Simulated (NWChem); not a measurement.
**Basis-set convergence for CH4GeO**

```xyz
7

Ge    -0.6472     0.5073     0.0000
H      0.6259     1.5441     0.0000
O      0.3663    -0.9863     0.0000
C      1.7754    -1.0839     0.0000
H      2.1140    -1.6497     0.8963
H      2.1140    -1.6497    -0.8963
H      2.2722    -0.0859     0.0000
```
Charge 0, spin multiplicity 1.

Program: NWChem. Structure: optimised with PBE/def2-SVP, a minimum by its harmonic frequencies. It is one conformer; others weren't searched.

Quantity: LUMO energy at the level B3LYP.

The Hamiltonian is non-relativistic. B3LYP has NWChem's definition, with VWN1-RPA local correlation. The Pople sets run with spherical d functions. The structure started from a generated list of species.

```csv
basis,functions,LUMO energy (eV)
3-21G,48,-2.14
6-31G*,68,-2.37
cc-pVDZ,75,-2.36
def2-SVP,80,-2.37
6-311G**,104,[?]
def2-SVPD,113,[?]
aug-cc-pVDZ,118,-2.59
cc-pVTZ,159,-2.51
pcseg-2,159,[?]
aug-cc-pVTZ,243,-2.59
```

Some entries are withheld; supply them.


- 6-311G**, LUMO energy (eV): -2.48
- def2-SVPD, LUMO energy (eV): -2.54
- pcseg-2, LUMO energy (eV): -2.56
